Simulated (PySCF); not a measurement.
A structure optimised at B3LYP-D3(BJ)/def2-SVP, used in a PySCF frequency run:

```xyz
8

Ge    -0.4092    -0.6400     0.0000
C      0.6722    -2.2605     0.0000
Br     0.1195     0.6082     1.8934
Br     0.1195     0.6082    -1.8934
H     -1.9329    -0.8459     0.0000
H      0.4465    -2.8505     0.9004
H      0.4465    -2.8505    -0.9004
H      1.7351    -1.9830     0.0000
```
Charge 0, spin multiplicity 1.

### Question
Write its SMILES, formula and point group.

### Answer
[CH3][GeH]([Br])[Br], CH4Br2Ge, Cs

### Question
What are its rotational constants (standard atomic weights)?

### Answer
2.5593, 0.84068, 0.67798 GHz
